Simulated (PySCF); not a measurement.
The dipole of `CC1=NN([SiH3])C[C@@H]1C(F)(F)F` from its density and from atomic charges.

Coordinates (GFN2-xTB, Å) and charges (e) from the PBE0/pcSseg-1 density (PySCF):

```csv
atom,x,y,z,Mulliken,IAO,Hirshfeld,ESP-fitted
C1,-2.194,-0.887,1.000,-0.1473,-0.4360,-0.1247,-0.5673
C2,-0.849,-0.568,0.467,+0.0334,+0.0831,+0.0368,+0.5115
N3,0.237,-0.748,1.101,-0.1743,-0.1626,-0.1074,-0.5555
N4,1.312,-0.403,0.377,-0.6209,-0.3783,-0.1182,+0.0380
Si5,2.910,-0.366,1.047,+0.6550,+0.7592,+0.3576,+0.5258
C6,0.922,0.101,-0.941,+0.1633,-0.1789,-0.0294,-0.1800
C7,-0.610,0.011,-0.933,-0.4970,-0.1969,-0.0563,-0.1635
C8,-1.255,1.374,-1.099,+0.8575,+0.8043,+0.2604,+0.5424
F9,-0.911,1.952,-2.266,-0.2749,-0.2892,-0.0979,-0.2013
F10,-0.906,2.238,-0.137,-0.2645,-0.2807,-0.0877,-0.1790
F11,-2.596,1.317,-1.095,-0.2706,-0.2834,-0.0847,-0.2043
H12,-2.793,0.017,1.103,+0.1384,+0.1587,+0.0403,+0.1567
H13,-2.090,-1.356,1.973,+0.1333,+0.1681,+0.0523,+0.1777
H14,-2.720,-1.561,0.324,+0.1233,+0.1503,+0.0464,+0.1359
H15,2.778,-1.064,2.314,-0.0796,-0.1003,-0.0635,-0.0841
H16,3.772,-1.046,0.074,-0.1106,-0.1395,-0.0811,-0.1439
H17,3.361,1.023,1.193,-0.1039,-0.1433,-0.0811,-0.1262
H18,1.374,-0.518,-1.719,+0.1380,+0.1512,+0.0479,+0.1027
H19,1.270,1.130,-1.067,+0.1393,+0.1483,+0.0375,+0.1008
H20,-1.018,-0.634,-1.718,+0.1621,+0.1657,+0.0527,+0.1135
```

Question: Form Σ q r in debye for every column and set it beside the full dipole.

Answer: The full density gives (0.75, -1.27, -1.03) D, 1.80 D in size; dipole vectors point from the negative to the positive end.

```json
{"scheme": "Mulliken", "μx": "0.62", "μy": "-1.62", "μz": "-0.35", "size (D)": "1.77", "share of the full size (%)": "98", "angle to the full dipole (°)": "25"}
{"scheme": "IAO", "μx": "2.39", "μy": "-2.47", "μz": "-0.06", "size (D)": "3.44", "share of the full size (%)": "191", "angle to the full dipole (°)": "36"}
{"scheme": "Hirshfeld", "μx": "0.62", "μy": "-0.71", "μz": "-0.36", "size (D)": "1.00", "share of the full size (%)": "56", "angle to the full dipole (°)": "17"}
{"scheme": "ESP-fitted", "μx": "0.78", "μy": "-1.28", "μz": "-1.02", "size (D)": "1.82", "share of the full size (%)": "101", "angle to the full dipole (°)": "1"}
```

Question: Which set comes closest?

Answer: Length of the difference vector: ESP-fitted 0.03 D, Mulliken 0.77 D, Hirshfeld 0.88 D, IAO 2.25 D. Closest: ESP-fitted. ESP charges are fitted to the potential around the molecule, whose slowest-falling term is the dipole's. The schemes that divide the density aren't constrained to reproduce the dipole.

Question: What is left for the Hirshfeld atoms' own dipoles?

Answer: The Hirshfeld atoms' densities add up to the full density, so μ = Σ q r + Σ (atomic dipoles). The atomic dipoles sum to (0.75, -1.27, -1.03) − (0.62, -0.71, -0.36) = (0.13, -0.56, -0.67) D, 0.88 D in size.

Question: With the origin at the mean of the coordinates, (0.000, 0.001, 0.000) Å, which are the largest single terms, by size, of the IAO dipole along the direction of the full one?

Answer: C8 -3.34, Si5 +3.19, F10 +2.53, F11 +1.89, C1 +1.80 D; all 20 atoms together +2.78 D. The single terms depend on the origin, their sum doesn't.

Question: Give the size of the full dipole in other units.

Answer: 1.80 D = 0.707 au = 0.374 e·Å = 5.99 × 10⁻³⁰ C·m.

Isolated species at its GFN2-xTB geometry, gas phase.
